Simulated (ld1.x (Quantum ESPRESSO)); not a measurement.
What one change does to a pseudopotential (Cl, RRKJ)

ld1.x (Quantum ESPRESSO) 7.5 input, shortened:

```
&input
   title='Cl', zed=17., rel=1, dft='PBESOL', iswitch=3,
   config='[Ne] 3s2 3p5 3d-2'
 /
 &inputp
   pseudotype=2, tm=.false., rho0=0.01, lloc=1,
   nlcc=.true., rcore=1.00
 /
3
3S  1  0   2.00   0.00  1.25  1.25  0.0
3D  3  2  -2.00   0.45  1.15  1.15  0.0
3P  2  1   5.00   0.00  1.20  1.20  0.0
 &test
   configts(1)='3s2 3p5'
 /
```

All-electron outer shells of the reference configuration (PBEsol, scalar-relativistic, ld1.x):

```csv
shell,level (eV),outermost node (bohr),outermost maximum (bohr)
2s,-252.19,0.12,0.36
2p,-191.42,–,0.30
3s,-20.62,0.56,1.27
3p,-8.56,0.53,1.43
```

Change: wave 3p (bound): rc 1.20 bohr becomes 3p (bound): rc 1.60 bohr.

Cutoffs: the cutoffs (Ry, on a coarse ladder) from which the occupation-weighted sum of valence levels, in a spherical-Bessel basis at the reference potential, stays within 10 and 1 mRy of its value at 400 Ry; they do not see the model core or the augmentation charge, which bear on the density cutoff. Errors are all-electron minus pseudo energies relative to the spin-unpolarised reference configuration.

Task: How do hardness, ghosts and transferability respond?

Result: The potential gets softer (70 Ry and 110 Ry → 40 Ry and 90 Ry); of the 7 tests that both files solve, the error grows in 0 and shrinks in 2 by more than 15 % and 0.3 meV (median size 5.8 → 4.7 meV); neither file shows a bound ghost. A larger radius leaves more room for a smooth pseudo-wave, so fewer plane waves are needed.

```csv
quantity,base,changed
"cutoff, loose",70 Ry,40 Ry
"cutoff, tight",110 Ry,90 Ry
bound ghosts,none,none
"error for 3s2 3p4, meV [ΔE 13.84 eV]",+2.6,+2.1
"error for 3s2 3p3, meV [ΔE 39.23 eV]",+19,+18
"error for 3s2 3p2, meV [ΔE 77.49 eV]",+63,+61
"error for 3s1 3p5, meV [ΔE 26.50 eV]",+5.8,+4.7
"error for 3s2 3p1, meV [ΔE 129.68 eV]",+147,+147
"error for 3s1 3p6, meV [ΔE 12.11 eV]",+0.9,+0.7
"error for 3s2 3p4.5, meV [ΔE 5.56 eV]",+0.3,+0.1
```
